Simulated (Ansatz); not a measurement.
C$_{2}$H$_{6}$Si, triplet, geometry from GFN2-xTB (the spin is typed, not shown lowest). Base run: R2SCAN/cc-pVDZ in Ansatz (a quantum-chemistry and plane-wave program).

Input for Ansatz:
Ansatz 0.2 input:
```yaml
crystal:
  periodic: [false, false, false]
  atoms:
    - {symbol: Si, position_ang: [-0.22557279, 0.10048843, 0.54354598]}
    - {symbol: C, position_ang: [0.80815630, 1.43062728, -0.36562619]}
    - {symbol: H, position_ang: [0.89963295, 2.32514890, 0.24010217]}
    - {symbol: H, position_ang: [0.33915249, 1.70441352, -1.30816930]}
    - {symbol: H, position_ang: [1.80852352, 1.06063375, -0.57935784]}
    - {symbol: C, position_ang: [-0.50782834, -1.56441774, -0.35805176]}
    - {symbol: H, position_ang: [0.44090874, -2.05191612, -0.57148623]}
    - {symbol: H, position_ang: [-1.02846229, -1.40813635, -1.30029770]}
    - {symbol: H, position_ang: [-1.10370406, -2.23423906, 0.25163281]}
basis:
  gaussian:
    orbitals: cc-pVDZ
hamiltonian:
  xc: r2scan
magnetization: {spin_polarized: true, initial_magnetization: 2}
```

Variants of this job, named by their change:

| change | ΔE vs base (eV) |
|---|---|
| base | 0.00 |
| symmetry_tolerance_ang = 0.01 | 0.00 |
| occupation = up:A1:7 A2:1 B1:3 B2:6 down:A1:7 A2:1 B1:2 B2:5 | 6.61 |
| occupation = up:A1:8 A2:1 B1:3 B2:5 down:A1:7 A2:1 B1:2 B2:5 | 0.00 |
| occupation = up:A1:8 A2:2 B1:3 B2:4 down:A1:7 A2:1 B1:2 B2:5 | 11.23 |
| occupation = up:A1:9 B1:3 B2:5 down:A1:7 A2:1 B1:2 B2:5 | 10.87 |
| occupation = up:A1:7 A2:2 B1:3 B2:5 down:A1:7 A2:1 B1:2 B2:5 | 9.31 |
